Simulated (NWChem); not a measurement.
System: C$_{3}$H$_{7}$Br; SMILES BrC(C)C

NWChem input:

```
start job
memory heap 200 mb stack 900 mb global 1100 mb
geometry units angstroms noautosym nocenter noautoz
  C      0.139103    -1.545987    -1.268203
  C     -0.400328    -0.921042     0.000000
  C      0.139103    -1.545987     1.268203
  Br     0.003670     1.009201     0.000000
  H      1.236865    -1.477536    -1.305283
  H     -0.139849    -2.612511    -1.298821
  H     -0.267995    -1.058060    -2.164553
  H     -1.499436    -0.944489     0.000000
  H      1.236865    -1.477536     1.305283
  H     -0.139849    -2.612511     1.298821
  H     -0.267995    -1.058060     2.164553
end
basis spherical
  * library sto-3g
end
dft
  xc b3lyp
  iterations 150
end
property
  response 1 0.0773
end
task dft property
```

NWChem printed, in part:

```
             Northwest Computational Chemistry Package (NWChem) 7.3.0
             --------------------------------------------------------

                             Geometry "geometry" -> ""
                             -------------------------

 Output coordinates in angstroms (scale by  1.889725989 to convert to a.u.)

  No.       Tag          Charge          X              Y              Z
 ---- ---------------- ---------- -------------- -------------- --------------
    1 C                    6.0000     0.13910300    -1.54598700    -1.26820300
    2 C                    6.0000    -0.40032800    -0.92104200     0.00000000
    3 C                    6.0000     0.13910300    -1.54598700     1.26820300
    4 Br                  35.0000     0.00367000     1.00920100     0.00000000
    5 H                    1.0000     1.23686500    -1.47753600    -1.30528300
    6 H                    1.0000    -0.13984900    -2.61251100    -1.29882100
    7 H                    1.0000    -0.26799500    -1.05806000    -2.16455300
    8 H                    1.0000    -1.49943600    -0.94448900     0.00000000
    9 H                    1.0000     1.23686500    -1.47753600     1.30528300
   10 H                    1.0000    -0.13984900    -2.61251100     1.29882100
   11 H                    1.0000    -0.26799500    -1.05806000     2.16455300

 Effective nuclear repulsion energy (a.u.)     251.1002498302

                              NWChem Property Module
                              ----------------------

                                 NWChem DFT Module
                                 -----------------

 Summary of "ao basis" -> "ao basis" (spherical)
 ------------------------------------------------------------------------------
       Tag                 Description            Shells   Functions and Types
 ---------------- ------------------------------  ------  ---------------------
 C                           sto-3g                  3        5   2s1p
 Br                          sto-3g                  8       18   4s3p1d
 H                           sto-3g                  1        1   1s

            General Information
            -------------------
          SCF calculation type: DFT
          Wavefunction type:  closed shell.
          No. of atoms     :    11
          No. of electrons :    60
           Alpha electrons :    30
            Beta electrons :    30
          Charge           :     0
          Spin multiplicity:     1
          Use of symmetry is: off; symmetry adaption is: off
          Maximum number of iterations: 150
          AO basis - number of functions:    40
                     number of shells:    24
          Convergence on energy requested:  1.00D-06
          Convergence on density requested:  1.00D-05
          Convergence on gradient requested:  5.00D-04

              XC Information
              --------------
                         B3LYP Method XC Potential
                     Hartree-Fock (Exact) Exchange  0.200
                        Slater Exchange Functional  0.800 local
                    Becke 1988 Exchange Functional  0.720 non-local
              Lee-Yang-Parr Correlation Functional  0.810
                  VWN I RPA Correlation Functional  0.190 local

             Grid Information
             ----------------
          Grid used for XC integration:  medium
          Radial quadrature: Mura-Knowles
          Angular quadrature: Lebedev.
          Tag              B.-S. Rad. Rad. Pts. Rad. Cut. Ang. Pts.
          ---              ---------- --------- --------- ---------
          C                   0.70       49           9.0       434
          Br                  1.15      112          10.0       590
          H                   0.35       45          11.0       434
          Grid pruning is: on
          Number of quadrature shells:   574
          Spatial weights used:  Erf1

      Superposition of Atomic Density Guess
      -------------------------------------

 Sum of atomic energies:       -2659.44637353

      Non-variational initial energy
      ------------------------------

 Total energy =   -2660.093846
 1-e energy   =   -4218.795457
 2-e energy   =    1307.601361
 HOMO         =      -0.225494
 LUMO         =       0.284318

   convergence    iter        energy       DeltaE   RMS-Dens  Diis-err
 ---------------- ----- ----------------- --------- --------- ---------
 d= 0,ls=0.0,diis     1  -2663.0422668853 -2.91D+03  3.81D-02  4.05D-01
 d= 0,ls=0.0,diis     2  -2663.0341243507  8.14D-03  2.05D-02  5.15D-01
 d= 0,ls=0.0,diis     3  -2663.1234415946 -8.93D-02  1.78D-03  3.47D-03
 d= 0,ls=0.0,diis     4  -2663.1238778367 -4.36D-04  6.31D-04  6.83D-04
 d= 0,ls=0.0,diis     5  -2663.1239821756 -1.04D-04  7.80D-05  4.23D-06
 d= 0,ls=0.0,diis     6  -2663.1239830234 -8.48D-07  1.09D-05  6.59D-08
 d= 0,ls=0.0,diis     7  -2663.1239830415 -1.81D-08  7.44D-07  3.85D-10

         Total DFT energy =    -2663.123983041509
      One electron energy =    -4219.274181670536
           Coulomb energy =     1415.908415685366
    Exchange-Corr. energy =     -110.858466886526
 Nuclear repulsion energy =      251.100249830187

 Numeric. integr. density =       60.000016652783

                       DFT Final Molecular Orbital Analysis
                       ------------------------------------

 Vector   28  Occ=2.000000D+00  E=-2.697305D-01
              MO Center= -8.8D-02, -9.3D-02,  1.1D-09, r^2= 3.4D+00
   Bfn.  Coefficient  Atom+Function         Bfn.  Coefficient  Atom+Function
  ----- ------------  ---------------      ----- ------------  ---------------
    27      0.623499   4 Br py                9     -0.439709   2 C  py
    25      0.242197   4 Br s                35     -0.226908   6 H  s
    39     -0.226908  10 H  s                23     -0.204674   4 Br py
     4      0.187188   1 C  py               14      0.187188   3 C  py
    37      0.159672   8 H  s                 8     -0.149590   2 C  px

 Vector   29  Occ=2.000000D+00  E=-1.655219D-01
              MO Center=  2.1D-03,  9.1D-01,  2.6D-08, r^2= 1.4D+00
   Bfn.  Coefficient  Atom+Function         Bfn.  Coefficient  Atom+Function
  ----- ------------  ---------------      ----- ------------  ---------------
    28      1.014370   4 Br pz               24     -0.309710   4 Br pz
    20      0.103363   4 Br pz                2      0.074306   1 C  s
    12     -0.074306   3 C  s                 4      0.070473   1 C  py
    14     -0.070473   3 C  py               10     -0.069276   2 C  pz
     5      0.067433   1 C  pz               15      0.067433   3 C  pz

 Vector   30  Occ=2.000000D+00  E=-1.651490D-01
              MO Center= -2.4D-02,  9.3D-01, -2.5D-08, r^2= 1.4D+00
   Bfn.  Coefficient  Atom+Function         Bfn.  Coefficient  Atom+Function
  ----- ------------  ---------------      ----- ------------  ---------------
    26      0.994138   4 Br px               22     -0.303282   4 Br px
    27     -0.205693   4 Br py               37      0.140653   8 H  s
    18      0.101218   4 Br px                8     -0.089524   2 C  px
    23      0.062980   4 Br py                5     -0.052775   1 C  pz
    15      0.052775   3 C  pz                2     -0.048442   1 C  s

 Vector   31  Occ=0.000000D+00  E= 1.471332D-01
              MO Center= -1.7D-01, -6.4D-02,  1.8D-10, r^2= 2.0D+00
   Bfn.  Coefficient  Atom+Function         Bfn.  Coefficient  Atom+Function
  ----- ------------  ---------------      ----- ------------  ---------------
    27      0.864404   4 Br py                9      0.794125   2 C  py
     7      0.505019   2 C  s                25     -0.344104   4 Br s
    23     -0.231072   4 Br py                8      0.223675   2 C  px
    35      0.182778   6 H  s                39      0.182778  10 H  s
    26      0.172413   4 Br px                6     -0.102377   2 C  s

 Vector   32  Occ=0.000000D+00  E= 3.584706D-01
              MO Center= -2.0D-01, -1.2D+00, -4.3D-09, r^2= 2.8D+00
   Bfn.  Coefficient  Atom+Function         Bfn.  Coefficient  Atom+Function
  ----- ------------  ---------------      ----- ------------  ---------------
     8      0.656020   2 C  px               37      0.654569   8 H  s
     3      0.511392   1 C  px               13      0.511392   3 C  px
    36      0.446382   7 H  s                40      0.446382  11 H  s
    34     -0.425541   5 H  s                38     -0.425541   9 H  s
     4     -0.263723   1 C  py               14     -0.263723   3 C  py

 Vector   33  Occ=0.000000D+00  E= 3.990728D-01
              MO Center= -2.9D-01, -1.6D+00, -7.0D-08, r^2= 2.5D+00
   Bfn.  Coefficient  Atom+Function         Bfn.  Coefficient  Atom+Function
  ----- ------------  ---------------      ----- ------------  ---------------
     7      1.029852   2 C  s                37     -0.620942   8 H  s
     4     -0.602927   1 C  py               14     -0.602927   3 C  py
    35     -0.550460   6 H  s                39     -0.550460  10 H  s
     5     -0.338323   1 C  pz               15      0.338322   3 C  pz
     6     -0.172140   2 C  s                 9     -0.146934   2 C  py

     Multipole analysis of the density
     ---------------------------------

     L   x y z        total         alpha         beta         nuclear
     -   - - -        -----         -----         ----         -------
     0   0 0 0     -0.000000    -30.000000    -30.000000     60.000000

     1   1 0 0     -0.106278      0.367964      0.367964     -0.842206
     1   0 1 0     -0.671997     -0.339056     -0.339056      0.006115
     1   0 0 1      0.000000      0.000000      0.000000      0.000000

     2   2 0 0    -26.204683    -25.038586    -25.038586     23.872489
     2   1 1 0      0.259583      2.236135      2.236135     -4.212686
     2   1 0 1     -0.000000     -0.000000     -0.000000      0.000000
     2   0 2 0    -26.086658   -174.751025   -174.751025    323.415393
     2   0 1 1     -0.000000     -0.000000     -0.000000      0.000000
     2   0 0 2    -26.326688    -76.464110    -76.464110    126.601533

 *** CALLING NEW AORESP DRIVER FOR CLOSED AND OPEN SHELLS ***
 Entering AOResponse driver routine

--------------------------------------------------------------------------------

          -----------------------------------------------
          Solving response equations for perturbing field
          -----------------------------------------------

 number of frequencies:     1
 frequency in a.u.:  0.7730000E-01
 Perturbing field: electric
 Using El. Dipole Length Gauge

 Setting up CPKS with frequency omega =      0.07730000 a.u.

                            NWChem Dynamic CPHF Module
                            --------------------------

    scftype = RHF
    nclosed =   30
      nopen =    0
  variables =      600
  num. vecs =        3
  tolerance =   1.0D-04
  max. iter =   50

 SCF residual:    1.1342731246924005E-006

Iterative solution of linear equations
  No. of variables      600
  No. of equations        3
  Maximum subspace       30
       Convergence  1.0D-04

   iter   nsub   residual    time
   ----  ------  --------  ---------
     1      3    4.35D+00       3.3
     2      6    1.11D+00       4.3
     3      9    4.18D-02       5.4
     4     12    4.00D-03       6.4
     5     15    1.94D-04       7.5
     6     18    1.46D-05       8.5

 Electric Dipole Response Matrix (nonzero elements):

              1        2        3
    1   16.7030   2.0675   0.0000
    2    2.0675  32.6744  -0.0000
    3    0.0000  -0.0000  18.0553

 ------------------------------------------
 average:        22.47758 + I       0.00000

 DFT Linear Response polarizability / au
 Frequency  =       0.0773000 / au
 Wavelength =     589.4353558 / nm
              X              Y              Z
 -----------------------------------------------
 X      16.7030418      2.0675208      0.0000000
 Y       2.0675262     32.6743581     -0.0000000
 Z       0.0000000     -0.0000000     18.0553489
 -----------------------------------------------
 Eigenvalues =      16.4397377     32.9376622     18.0553489
 Isotropic   =      22.4775829
 Anisotropic =      15.7523802
 -----------------------------------------------

 Magnetic Dipole Response Matrix (nonzero elements):

 Exiting AOResponse driver routine
```

Level: B3LYP/STO-3G. STO-3G and 3-21G are far too small for this property and stand as cheap habits. The geometry was optimised at PBE0/def2-SVP.
